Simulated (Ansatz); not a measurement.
Species: sum formula H3Si2OCl2 (charge 0, doublet). It need not be the lowest isomer of its formula. 
Coordinates optimised at B3LYP-D3(BJ)/def2-TZVP (Ansatz, an electronic-structure program):
```
O
Si 1 1.6163
Si 1 1.6563 2 147.61
H 3 1.4757 1 107.24 2 -174.42
H 3 1.4777 4 110.49 1 118.96
H 3 1.4779 4 110.29 5 121.87
Cl 2 2.0661 1 108.98 3 -122.29
Cl 2 2.0746 1 109.26 3 -3.00
```
Charge 0, spin multiplicity 2.

Total electronic energies in hartree. Cores are frozen in the correlated levels unless marked. Open shells are spin-unrestricted. Spin-orbit coupling is left out. Non-relativistic. CBS marks a two-point X^-3 extrapolation of the correlation energy; Hartree-Fock from the larger set. The bracket is a focal-point correction in the basis named.

| level | program | energy (Eh) |
|---|---|---|
| r2SCAN/def2-TZVPD | Ansatz | -1576.49661 |
| r2SCAN0-D4/def2-TZVPD | Ansatz + dftd4 | -1576.47477 |
| MP2/cc-pVTZ | Ansatz | -1574.56303 |
| RI-MP2/cc-pV(Q+d)Z | Ansatz | -1574.67193 |
| CCSD/6-31G* | Ansatz | -1574.17949 |
| CCSD(T)/STO-3G | Ansatz | -1556.22784 |
| CCSD(T)/6-31G* | Ansatz | -1574.19504 |
| CCSD(T)/cc-pV(D+d)Z | Ansatz | -1574.35044 |
| RI-MP2/CBS(cc-pV(T+d)Z,cc-pV(Q+d)Z)+[CCSD(T)-MP2]/cc-pV(T+d)Z | Ansatz | -1574.8173 |

Totals of different functionals don't rank their quality; only differences between species are comparable.
